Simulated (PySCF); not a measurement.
Bond length, frequency and bond energy of AuO by level of theory

State: ²Π (doublet), unpaired electrons π ↑. Set-up: PySCF, scalar-relativistic core potentials, basis sets Au def2-TZVPP with ECP60, O def2-TZVPP. De refers to Au (5d10 6s1) + O in their high-spin ground configurations, without counterpoise correction. The functionals are run spin-unrestricted. A positive dipole means Au(−)O(+).

```csv
Level,Re (Å),ωe (cm⁻¹),De (eV),μ (D),"CPU s a point (SCF and correlation, without the integrals)"
ROHF,1.982,547,n/a,-5.10,0.76
ROHF-MP2,1.869,611,n/a,n/a,1.7
ROHF-SCS-MP2,1.891,592,n/a,n/a,n/a
LDA,1.817,701,3.60,-3.02,1.1
PBE,1.865,619,2.71,-3.05,1.5
TPSS,1.873,613,2.48,-3.13,2.3
r²SCAN,1.863,622,2.48,-3.14,2.3
B3LYP,1.897,567,2.07,-3.35,2.5
PBE0,1.884,581,2.02,-3.43,2.8
r²SCAN0,1.883,592,1.89,-3.47,3.2
ωB97M-V,1.909,554,1.99,-3.87,8.3
```

The bond length runs from 1.817 Å (LDA) to 1.982 Å (ROHF). De spans 1.89 eV (r²SCAN0, hybrid meta-GGA) to 3.60 eV (LDA, local density).

Correlated steps freeze 1 core orbital. Spin–orbit coupling is left out, which matters for elements this heavy, above all for dissociation energies. The state is the lowest single determinant that the PBE0 search found; with open d or f shells the true ground state can be another one.

The whole job (state search and all levels along the bond) took about 6.3 min on 1 thread of Arm Neoverse V2 (shared host), peak memory 2.4 GiB.
